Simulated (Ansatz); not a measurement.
Two isomers of C2H5GaO: A = `[CH3][GaH][CH]=O`, B = `C=C[O][GaH2]`.

Gas-phase electronic energies from Ansatz, PBE0-D4/def2-TZVP geometries. CCSD(T)/CBS is the MP2 limit (def2-TZVPP, def2-QZVPP) plus CCSD(T) − MP2 in def2-TZVPP, frozen cores. Functionals use def2-TZVPP. B3LYP here is the variant with VWN-RPA as its local correlation; programs differ in this. For Ga outer-core shells are correlated without core-valence functions, which leaves a few kJ/mol of doubt a bond. Scalar relativity is left out up to krypton. One conformer a species, not always the lowest.

(1) Which is lower in electronic energy at CCSD(T)/CBS, and by how much? (Estimate.)

(2) Give E(B) − E(A) in kJ/mol with B2PLYP, B3LYP, PBE0-D4, B3LYP-D4, PBE-D4, CCSD/def2-TZVPP, r2SCAN-D4. (Best estimate.)

(3) Does the order hold for the free energy at 298.15 K (harmonic terms from PBE0-D4)? (An estimate is asked.)

Largest T1 diagnostic: 0.015.

## Answers

(1) Computed: B, by 52.4 kJ/mol.

(2) The calculation gave: B2PLYP -54.3, B3LYP -53.1, PBE0-D4 -51.8, B3LYP-D4 -56.0, PBE-D4 -47.0, CCSD/def2-TZVPP -53.0, r2SCAN-D4 -56.4. None reverses the order clearly.

(3) Computed: Yes: G(B) − G(A) = -43.6 kJ/mol, for one conformer each. Modes under 60 cm⁻¹, often nearly free rotors, make the harmonic entropy too high.

At CCSD(T), def2-SVP lies −4.2 kJ/mol from the extrapolated value and def2-TZVPP −0.5 kJ/mol. From PBE to PBE0 (25 % exact exchange), in def2-TZVPP and without D4, E(B) − E(A) moves by −5.1 kJ/mol.
